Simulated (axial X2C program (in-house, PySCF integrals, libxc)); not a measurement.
**NAsN: properties at the nuclei**

Calculated with an axial X2C code built on PySCF integrals: two-component X2C with atomic mean-field Coulomb and Gaunt terms, Gaussian nuclei, basis N dyall-av3z, As dyall-v3z with contracted cores.

N–As–N held linear, with bonds 1.655 and 1.655 Å (near the PBE0 minimum at charge 0 of the determinant lowest at the starting distance; the state shown can have its own minimum elsewhere, held linear; other orders of the atoms were not compared).

Determinant lowest in the PBE0 search, Ω = 1/2 (⟨Sz⟩ = -0.50, ⟨Lz⟩ = 1.00 at PBE0), spin on the atoms N -0.35, As 0.20, N -0.35:

| level | A∥/gI N (MHz) | qzz N (a.u.) | A∥/gI As (MHz) | qzz As (a.u.) |
| --- | --- | --- | --- | --- |
| PBE0 | 347 | 0.41 | 63.7 | -3.04 |
| HF | 322 | 0.45 | 766 | -4.49 |
| BHandHLYP | 354 | 0.44 | 26 | -3.56 |

Determinant 0.01 eV from it at PBE0 and this distance, Ω = 3/2 (⟨Sz⟩ = 0.50, ⟨Lz⟩ = 1.00 at PBE0), spin on the atoms N 0.35, As -0.20, N 0.35:

```tsv
level	A∥/gI N (MHz)	qzz N (a.u.)	A∥/gI As (MHz)	qzz As (a.u.)
PBE0	69.6	0.41	-115	-3.07
HF	93	0.43	-531	-4.48
BHandHLYP	81.4	0.43	-223	-3.61
```

A∥ (defined per Ω) follows by multiplying with gI = μI/(I μN); qzz is the electric field gradient, eQq0 = 234.96 MHz × Q/barn × qzz. The operators were transformed with the bare-nucleus X2C matrices; with these basis sets, hyperfine constants and field gradients can be off by tens of per cent, and where levels differ in sign neither size nor sign is settled.

Q: With gI(14N) = 0.4038, Q(14N) = 0.02044 barn, Q(75As) = 0.311 barn (g factors from the IAEA table of nuclear moments by Stone; Q from Pyykkö, Mol. Phys. 2018), turn the PBE0 values of the first state into constants in MHz.

A: A∥(14N) = 347 × 0.4038 = 140 MHz; eQq0(14N) = 234.96 × (0.02044) × (0.41) = 1.97 MHz; eQq0(75As) = 234.96 × (0.311) × (-3.04) = -222 MHz.

The molecule was held linear; bending was not examined, so a bent shape may lie lower.

Each state is one determinant with collinear spin. Unrestricted Hartree–Fock can overshoot spin polarisation at the nuclei. The search compared states at one distance, so a state with another bond length can lie lower. Where a field gradient or hyperfine factor spreads by more than a factor of two over the levels, a constant derived from it is not to be relied on. PBE0 term energies can be off by some tenths of an eV.
